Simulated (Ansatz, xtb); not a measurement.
Isomers of BBrGeH4O in order of energy

3 gas-phase structures of BBrGeH4O, from a drawn sample of its isomers (lower ones may exist). Each was relaxed with GFN2-xTB; where two conformers were screened, the lower at r2SCAN-D4/def2-SVP is listed:

A. `O[BH][GeH2][Br]`, a singlet
B. `B[O][GeH2][Br]`, a singlet
C. `[GeH3][O]BBr`, a singlet

Question: Estimate their order in r2SCAN-D4/def2-SVP energy at these geometries, lowest first.

Answer: Calculated order at r2SCAN-D4/def2-SVP: C (0.000), B (0.223), A (0.497) eV.

Energies above the lowest of each column, in eV; the last columns are at B3LYP-D3(BJ)/def2-SVP geometries (a dash: not run or not comparable):

| structure | GFN2-xTB | HF/STO-3G | r2SCAN-D4/def2-SVP | B3LYP-D3(BJ)/def2-SVP | CCSD(T)/def2-SVP + ΔMP2/def2-TZVPP |
| --- | --- | --- | --- | --- | --- |
| C | 0.202 | 0.000 | 0.000 | 0.000 | 0.000 |
| B | 0.000 | 0.177 | 0.223 | 0.206 | 0.174 |
| A | 0.861 | 0.957 | 0.497 | 0.536 | – |

CCSD(T)/def2-SVP + ΔMP2/def2-TZVPP puts C lowest of those it was run on; GFN2-xTB picks B. Flexible structures stand in one conformer each, not always the lowest. Frequencies (B3LYP-D3(BJ)/def2-SVP) were run for B, C alone. ΔMP2 is the change of the MP2 energy from the smaller to the larger basis.

Programs: Ansatz 0.2.0, xtb 6.7.1.
